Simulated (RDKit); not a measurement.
Job for RDKit: UFF on C3H6 (a complex), monomers drawn apart or pushed together.

```python
from rdkit import Chem
from rdkit.Chem import AllChem, rdDetermineBonds

blocks = [
'''5

C     0.00926077    0.21161244   -0.50701010
H     0.16021854    0.30764219   -1.58107775
H     0.96679550    0.02278419   -0.02334585
H    -0.42017760    1.13605061   -0.12175166
H    -0.66928064   -0.61880942   -0.31363252
''',
'''4

C     0.12039380   -0.39531077    4.82882046
C    -0.15084144   -0.22651183    3.67527205
H     0.36424635   -0.54556770    5.85213801
H    -0.39048095   -0.07689833    2.65071230
''',
]
mol = None
for b in blocks:
    f = Chem.MolFromXYZBlock(b)
    rdDetermineBonds.DetermineBonds(f, charge=0)
    mol = f if mol is None else Chem.CombineMols(mol, f)
Chem.SanitizeMol(mol)
print(Chem.MolToSmiles(Chem.RemoveHs(mol)))
ff = AllChem.UFFGetMoleculeForceField(mol, vdwThresh=100.0, ignoreInterfragInteractions=False)
e = ff.CalcEnergy()
print(f'UFF energy {e:.6f} kcal/mol')
```

Program output:

```
C.C#C
UFF energy 0.097517 kcal/mol
```

The run finished.

Cost: roughly 0.03 core-seconds.
